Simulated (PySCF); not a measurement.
CH$_{6}$Si$_{3}$, SMILES `C[SiH]1[SiH]=[SiH]1`, neutral singlet in the gas phase. 

Cartesian coordinates (Å):
SMILES: C[SiH]1[SiH]=[SiH]1
```xyz
10

C      1.7427     0.0038    -0.2796
Si     0.1048     0.1957     0.6105
Si    -1.8218     0.8781    -0.4240
Si    -1.7169    -1.1321     0.2034
H      2.3680    -0.7315     0.2345
H      1.5926    -0.3212    -1.3099
H      2.2825     0.9549    -0.2852
H      0.4029     0.6461     2.0034
H     -2.5935     1.9765    -1.0697
H     -2.3613    -2.4703     0.3166
```
Charge 0, multiplicity 1.

All levels are single points at this geometry (PBE0-D3(BJ)/def2-TZVP); Pople sets use spherical d functions. Orbital energies aren't observables, and empty levels follow the basis.

| level | HOMO (eV) | LUMO (eV) | gap (eV) | dipole (D) | vertical IE, Delta-SCF (eV) |
|---|---|---|---|---|---|
| PBE0-D3(BJ)/def2-TZVP in PySCF | -6.02 | -1.66 | 4.36 | 0.66 | 7.76 |
| B3LYP/3-21G in PySCF | -5.85 | -1.73 | 4.12 | 0.74 | – |
| BP86/6-31G* in PySCF | -5.21 | -2.36 | 2.85 | 0.92 | – |
| PBE/6-31G* in PySCF | -5.13 | -2.28 | 2.85 | 0.91 | 7.75 |
| HF/6-31G* in PySCF | -7.49 | 1.32 | 8.82 | 0.63 | 6.71 |
| HF/STO-3G in PySCF | -3.29 | 7.23 | 10.52 | 0.29 | – |
